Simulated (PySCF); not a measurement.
Values are calculated unless marked as measured or tabulated.
# C2H9BSi2

C2H9BSi2 is a carbene (divalent C1, bonded to 1 B + 1 C), neutral, triplet. The structure, one conformer, was relaxed in the gas phase by PBE0-D3(BJ)/def2-SVP. No frequency run checks that it is a minimum.

Singlet and triplet of such a carbene can lie close, and which is the ground state isn't settled here.

SMILES: [SiH3]B[C]C[SiH3]

Coordinates in Å:
```
C1      0.883   -0.148    1.039
C2      0.243   -1.408    0.763
Si3    -1.655   -1.146    0.731
B4      1.274    1.168    0.453
Si5     0.902    1.528   -1.510
H6      0.510   -1.810   -0.236
H7      0.455   -2.187    1.519
H8     -1.986   -0.151   -0.329
H9     -2.110   -0.644    2.059
H10    -2.313   -2.452    0.428
H11     1.784    2.035    1.128
H12    -0.286    2.437   -1.637
H13     0.579    0.277   -2.274
H14     2.050    2.199   -2.200
```

EPR values by unrestricted B3LYP, IGLO-III on B C Si, pcH-1 on H.

Task: Predict g and the largest hyperfine couplings. Where does the spin sit?

Result: g = 2.0021, 2.0024, 2.0027. The zero-field splitting dominates the spectrum: D = 0.42 cm⁻¹, |E| = 0.013 cm⁻¹ (spin-spin and spin-orbit parts, DFT, rough). The spin sits on C1 (73 %, bonded to 1 B + 1 C) by Mulliken populations.
| atom | isotope | isotropic (MHz) | dipolar, principal values (MHz) |
| --- | --- | --- | --- |
| C1 | 13C | 102.9 | -60.8, 12.9, 47.9 |
| H6 | 1H | 73.5 | -4.0, -2.5, 6.6 |
| H7 | 1H | 57.7 | -4.4, -3.7, 8.1 |
| Si3 | 29Si | -54.6 | -8.8, 4.0, 4.8 |
| Si5 | 29Si | -50.0 | -10.8, 5.1, 5.7 |
| H11 | 1H | 37.9 | -6.2, -3.2, 9.4 |

Task: How do the isotropic couplings move with BHandHLYP?

Result: C1 102.9 to 125.0 MHz, H6 73.5 to 74.8 MHz, H7 57.7 to 58.8 MHz, Si3 -54.6 to -55.6 MHz.

The 2 runs behind this took 4.8 min in all, one thread each of Arm Neoverse N1 on a shared host, launched as `OMP_NUM_THREADS=1 python cluster_run.py task.json out`.
